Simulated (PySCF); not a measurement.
Orbital energies and ionisation energy

Compound: C7H9OPS.
Geometry (PBE0-D3(BJ)/def2-SVP, Å), atoms numbered from 1 in this order:
```
atom  x, y, z in Å
C1    -3.0429    0.3926    0.0173
C2    -1.5974    0.2959   -0.3909
C3    -1.1105   -0.9407   -1.1713
P4    -0.4824   -0.8108    0.5155
S5    -0.9292   -1.9392    2.0274
C6     1.1753   -0.1435    0.4666
C7     2.2078   -0.2878    1.3501
C8     3.2920    0.4672    0.8086
C9     2.8309    1.0066   -0.3561
O10    1.5510    0.6417   -0.5732
H11   -3.6840    0.5970   -0.8553
H12   -3.3829   -0.5439    0.4855
H13   -3.1881    1.1999    0.7497
H14   -1.1291    1.2358   -0.7090
H15   -0.4205   -0.7849   -2.0070
H16   -1.8485   -1.7352   -1.3293
H17    2.1731   -0.8687    2.2690
H18    4.2867    0.5928    1.2308
H19    3.2801    1.6468   -1.1112
```

Level: wB97X-D/def2-SVPD (PySCF). Frontier orbitals with their largest atomic shares (Löwdin; up to four atoms above 4 %):

| orbital | ε (eV) | main atoms |
| --- | --- | --- |
| HOMO−3 | -10.50 | C8 29 %, C7 24 %, O10 22 %, C9 9 % |
| HOMO−2 | -8.92 | C6 23 %, C9 22 %, C7 12 %, C8 12 % |
| HOMO−1 | -8.62 | S5 72 %, P4 14 % |
| HOMO | -8.04 | ? |
| LUMO | 0.78 | C6 17 %, C7 15 %, C9 15 %, O10 13 % |
| LUMO+1 | 1.84 | S5 28 %, P4 13 %, C2 10 %, C3 10 % |
| LUMO+2 | 2.33 | S5 25 %, C9 14 %, O10 12 %, C8 9 % |

Problem. What vertical ionisation energy does ΔSCF give, and how far is −ε(HOMO) from it?

Solution. ΔSCF: 8.15 eV (786 kJ/mol; threshold wavelength 152 nm); ⟨S²⟩ of the doublet left behind is 0.764, against 0.75 for a pure doublet. −ε(HOMO) is 8.04 eV, 0.11 eV below it. In exact Kohn–Sham theory the two would be equal; wB97X-D (range-separated hybrid) comes within 0.11 eV of that here. Holes in the HOMO−1 and HOMO−2 were tried too where these lie within 1.2 eV of the HOMO; the lowest converged state counts.

Problem. On which atoms does the HOMO lie?

Solution. S5 (sulfur bonded to P) 57 %, P4 (phosphorus bonded to 3 C and S) 15 %, C2 (sp3 carbon bound to phosphorus) 10 %, C3 (sp3 carbon bound to phosphorus) 9 %, so more than half of it is on one atom. The HOMO−1 lies 0.58 eV lower.

Problem. What kinetic energy would electrons from this vertical process carry with 118.2 nm light (10.49 eV)?

Solution. 10.49 − 8.15 = 2.34 eV.

Problem. Shift the occupied levels rigidly so that −ε(HOMO) equals the ΔSCF value. What binding energies result?

Solution. The shift is +0.11 eV: HOMO 8.15, HOMO−1 8.73, HOMO−2 9.03, HOMO−3 10.61 eV. A rigid shift is only a rough guide to the deeper ionisations.

Problem. With α = 129.9 au, estimate the like-pair dispersion coefficient by London's formula C6 = (3/4)α²I.

Solution. I = 0.2994 Eh, so C6 ≈ 3790 au, a rough estimate.

Problem. What total energies stand behind the ΔSCF value?

Solution. E(N) = -1086.30839 Eh and E(N − 1) = -1086.00902 Eh at the same geometry, 0.29937 Eh apart.

Isolated species at its PBE0-D3(BJ)/def2-SVP geometry (one conformer only).

The run behind these numbers computed excited states and ΔSCF ions as well. The run took 6.3 min of wall time on an Arm Neoverse V2 with one thread, shared host with 96 logical CPUs at a one-minute load of 12, and the process peaked at 1.3 GiB of memory.

The pairwise dispersion term of wB97X-D wasn't added to the energies; at a given geometry it leaves orbitals and properties as they are.
